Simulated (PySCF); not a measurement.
BH₄NO, SMILES NBO.

Coordinates come from a r2SCAN-D4/def2-TZVP optimisation. One conformer was computed; it need not be the lowest.

The numbers are results of TDA-LC-ωPBE/def2-SVPD run with PySCF, not measurements.

Vertical excitations. Isolated molecule, no solvent. State labels are in the subgroup Cs.

Q: Give excitation energies, oscillator strengths and character. (An estimate is asked for; the answer gives what the named calculation found.)

A: 
```csv
state,symmetry,energy (eV),λ (nm),f,main pairs
S1,A",7.49,165,0.017,HOMO→LUMO 83 %
S2,A",8.60,144,0.040,HOMO→LUMO+1 74 %
S3,A',8.87,140,0.204,HOMO→LUMO+3 79 %
S4,A",9.12,136,0.001,"HOMO→LUMO+2 49 %, HOMO→LUMO+4 13 %"
S5,A",9.28,134,0.046,HOMO−1→LUMO+3 87 %
S6,A',9.35,133,0.081,"HOMO−1→LUMO 63 %, HOMO−3→LUMO 11 %"
S7,A",10.05,123,0.042,"HOMO→LUMO+4 26 %, HOMO−2→LUMO 22 %, HOMO−2→LUMO+1 17 %, HOMO→LUMO+2 17 %"
S8,A',10.16,122,0.045,"HOMO−1→LUMO+1 39 %, HOMO−3→LUMO 29 %, HOMO−1→LUMO 22 %"
S9,A",10.33,120,0.009,"HOMO−2→LUMO 34 %, HOMO→LUMO+4 23 %, HOMO→LUMO+8 10 %, HOMO→LUMO+1 8 %"
S10,A",10.54,118,0.013,HOMO−3→LUMO+3 85 %
T1,A",7.17,173,0,"HOMO→LUMO 76 %, HOMO→LUMO+2 15 %"
T2,A',7.18,173,0,HOMO→LUMO+3 87 %
T3,A",8.17,152,0,HOMO−1→LUMO+3 83 %
T4,A",8.27,150,0,"HOMO→LUMO+1 61 %, HOMO−2→LUMO 15 %"
```
Triplets are in the Tamm–Dancoff approximation.
